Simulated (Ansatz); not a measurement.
Born–Oppenheimer molecular dynamics of CH$_{6}$B$_{2}$S (10 atoms, charge 0, multiplicity 1). It starts from a relaxed structure.

Computed with Ansatz 0.2.0, RKS PBE0-D4/STO-3G.

```json
{
 "ensemble": "NVT, Langevin thermostat",
 "time step": "0.5 fs",
 "steps asked": "250",
 "set temperature": "50 K",
 "friction": "0.005 /fs",
 "masses": "H 2.014 u",
 "seed": "612259"
}
```

First frame:

```xyz
10
Properties=species:S:1:pos:R:3
B -1.118 1.463 -1.522
S -0.553 1.245 0.133
B 0.211 -0.367 0.078
C 0.858 -0.990 1.360
H -0.946 0.649 -2.342
H -1.678 2.457 -1.784
H 0.222 -0.966 -0.930
H 0.343 -1.929 1.610
H 0.840 -0.345 2.245
H 1.903 -1.269 1.156
```

Task: How far do the bonds stretch over the last three quarters of this one trajectory? (Pairs bonded in most of those frames.)

Result: 
```json
{"bond": "B1–S2", "mean (Å)": "1.763", "spread (Å)": "0.009", "shortest": "1.75", "longest": "1.78"}
{"bond": "B1–H5", "mean (Å)": "1.169", "spread (Å)": "0.013", "shortest": "1.14", "longest": "1.20"}
{"bond": "B1–H6", "mean (Å)": "1.171", "spread (Å)": "0.011", "shortest": "1.15", "longest": "1.19"}
{"bond": "S2–B3", "mean (Å)": "1.786", "spread (Å)": "0.006", "shortest": "1.78", "longest": "1.80"}
{"bond": "B3–C4", "mean (Å)": "1.567", "spread (Å)": "0.011", "shortest": "1.54", "longest": "1.59"}
{"bond": "B3–H7", "mean (Å)": "1.173", "spread (Å)": "0.005", "shortest": "1.16", "longest": "1.18"}
{"bond": "C4–H8", "mean (Å)": "1.100", "spread (Å)": "0.010", "shortest": "1.08", "longest": "1.12"}
{"bond": "C4–H9", "mean (Å)": "1.096", "spread (Å)": "0.008", "shortest": "1.08", "longest": "1.11"}
{"bond": "C4–H10", "mean (Å)": "1.102", "spread (Å)": "0.009", "shortest": "1.08", "longest": "1.12"}
```

Mean temperature of the second half: 34 K. The mean temperature of the second half is 32 % below the set value. A run of 0.12 ps of so small a system gives no equilibrium averages. Limits of this set-up: minimal basis.

The run took 4.4 min on 1 thread of Arm Neoverse V1, with other jobs on the host, peak memory 0.08 GiB.
